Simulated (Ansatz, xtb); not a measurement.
## CH2FInSi: where a starting geometry ends

The starting geometry of this gas-phase singlet was built from a drawn formula by distance geometry; its bonds are those of `FC#[Si][InH2]`.

```yaml
atoms:
  - { symbol: C, position_ang: [-5.1634, -0.6424, -1.4719] }
  - { symbol: F, position_ang: [-6.4757, -0.6981, -1.3335] }
  - { symbol: In, position_ang: [-0.9204, -0.5352, -1.9329] }
  - { symbol: Si, position_ang: [-3.6525, -0.6129, -1.6457] }
  - { symbol: H, position_ang: [-0.3640, -1.4042, -0.6059] }
  - { symbol: H, position_ang: [-0.2163, 1.0421, -2.1820] }
```

Where would you expect an optimisation with r2SCAN-D4/def2-SVP to take it?

A new bond forms, giving a structure given below by its coordinates. Distances that change by over a tenth: C1–Si4 (1.52 → 1.70 Å). Contacts that close: C1–In3 (4.27 → 2.35 Å).

The energy falls by 2.11 eV over 22 steps:

```
step  E − E(last) (eV)
   1             2.113
   3             1.176
   6             0.972
   8             0.738
  10             0.673
  13             0.336
  15             0.182
  17             0.099
  20             0.003
  22             0.000
```

Final geometry (Å):

```xyz
6

C    -4.1494   -0.7431   -1.6538
F    -4.6217   -1.3462   -0.6016
In   -1.8511   -0.2663   -1.4819
Si   -3.9448    0.0081   -3.1652
H    -1.6688   -0.9576    0.0870
H    -0.5566    0.4544   -2.3563
```

From the same start GFN2-xTB reaches the same bonding as this run.

No frequencies were run, so the end isn't proven a minimum. Atoms past krypton carry core potentials, without spin–orbit terms. Run with Ansatz 0.2.0, 23 s on 2 threads of Intel(R) Xeon(R) 6975P-C (Granite Rapids), on a shared host.
